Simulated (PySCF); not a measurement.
Compound: C9H9N.
SMILES with atom numbers: `[CH3:1][c:2]1[cH:3][cH:4][c:5]2[cH:6][cH:7][cH:8][cH:9][n:10]12`

Structure used (GFN2-xTB), in Å, numbered top down from 1:
```xyz
19
C9H9N angstrom
C      2.4592   -0.8464   -0.3972
C      1.3907    0.1712   -0.2035
C      1.4816    1.5494   -0.1732
C      0.2055    2.0773    0.0360
C     -0.6682    1.0064    0.1336
C     -2.0539    0.8933    0.3380
C     -2.6359   -0.3388    0.3854
C     -1.8381   -1.4977    0.2272
C     -0.5000   -1.3885    0.0293
N      0.0874   -0.1621   -0.0180
H      2.2694   -1.4531   -1.2843
H      2.5279   -1.5143    0.4631
H      3.4148   -0.3452   -0.5213
H      2.3890    2.1097   -0.2926
H     -0.0590    3.1131    0.1093
H     -2.6310    1.7974    0.4535
H     -3.6980   -0.4452    0.5414
H     -2.2962   -2.4731    0.2632
H      0.1451   -2.2441   -0.0972
```

Probes without a nucleus sit at each ring's centroid and 1 Å off its mean plane on both sides; NICS is minus the shielding there, NICSzz its component along the normal. Level: GIAO PBE0/pcSseg-1 (PySCF, non-relativistic, gas phase) on the GFN2-xTB geometry, one conformer.

Rings: 1. C2–C3–C4–C5–N10; 2. C5–C6–C7–C8–C9–N10.

| set | NICS(0) | NICS(1), two faces | NICS(1)zz, two faces |
| --- | --- | --- | --- |
| P | -17.0 | -14.8 / -14.8 | -39.2 / -39.2 |
| Q | -6.3 | -8.2 / -8.2 | -19.6 / -19.5 |

Question: Which set (ppm) belongs to which ring?

Answer: P = 1, Q = 2.
- 1 (5-membered ring with N; formal bonds all aromatic): mean NICS(1)zz -39.2 ppm, shielded. For a flat ring without four-coordinate atoms the NICS criterion counts such a value as aromatic, though in fused rings the probe also feels the neighbouring ring.
- 2 (6-membered ring with N; formal bonds all aromatic): mean NICS(1)zz -19.5 ppm, shielded.

Question: How do the rings differ in shape?

Answer: 
```tsv
ring	bond lengths (Å)	rms pucker (Å)	HOMA	nearest outside atom to a NICS(1) probe (Å)
1	1.382, 1.397, 1.386, 1.400, 1.358	0.00	0.90	hydrogen 2.45
2	1.405, 1.363, 1.416, 1.357, 1.361, 1.400	0.00	0.81	hydrogen 2.65
```

HOMA = 1 − mean of α(R − Ropt)² over the ring bonds, with Krygowski's 1993 parameters (CC: Ropt 1.388 Å, α 257.7 Å⁻²; CN: Ropt 1.334 Å, α 93.52 Å⁻²).
